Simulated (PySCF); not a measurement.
Isomers C6H6O3:

A. SMILES CC(=O)Oc1ccco1
B. `InChI=1S/C6H6O3/c7-4-3-6(8)9-5-1-2-5/h1,4H,2-3H2`
C. SMILES C[C@H]1OC(=O)C=CC1=O

Spectrum 1. ¹H NMR (500 MHz, computed): δ 9.91 (t, 1H), 5.84 (t, 1H), 3.59 (d, 2H), 1.73 (m, 2H). ¹³C{¹H} NMR (computed): δ 198.4 (CH), 168.8 (C), 139.8 (C), 87.1 (CH), 57.1 (CH2), 14.9 (CH2).

Spectrum 2. ¹H NMR (500 MHz, computed): δ 6.92 (d, 1H), 6.71 (d, 1H), 5.01 (m, 1H), 1.62 (d, 3H). ¹³C{¹H} NMR (computed): δ 202.0 (C), 163.6 (C), 144.3 (CH), 143.2 (CH), 84.4 (CH), 26.3 (CH3).

Spectrum 3. ¹H NMR (500 MHz, computed): δ 7.06 (m, 1H), 6.99 (m, 1H), 6.65 (m, 1H), 2.30 (s, 3H). ¹³C{¹H} NMR (computed): δ 169.8 (C), 160.3 (C), 136.6 (CH), 118.1 (CH), 99.8 (CH), 23.8 (CH3).

Non-relativistic Hamiltonian, a single conformation, averaged over atoms made equivalent by symmetry, fast rotation or ring inversion, no solvent. σ from GIAO-PBE0/pcSseg-1; GFN2-xTB structure; PySCF 2.14.0 with density-fitted response routines.

Referencing at the same level of theory: ¹H and ¹³C vs TMS. Where no couplings were computed, multiplicities follow the n + 1 count of equivalent neighbours, and m marks all less simple cases (inequivalent or close neighbours, rings, F or P nearby). Shifts are as computed. Against solution values, carbons near 30 ppm lie about +3 ppm off and those near 130 ppm about +5 ppm. Of 1211 compounds with measured shifts, 218 miss one by over three times the rms of a fit or turn the order of signals round; such compounds aren't used in these exercises.

Which spectrum belongs to which compound?

Answers

1–B, 2–C, 3–A.

- Spectrum 1 (B): 6 ¹³C signals; δC 198.4 is an aldehyde carbonyl carbon; δC 168.8 is an ester carbonyl carbon.
- Spectrum 2 (C): 6 ¹³C signals; δC 202.0 is a ketone carbonyl carbon; δC 163.6 is an ester carbonyl carbon.
- Spectrum 3 (A): 6 ¹³C signals; δC 169.8 is an ester carbonyl carbon; δC 160.3 is an aromatic carbon bearing oxygen.
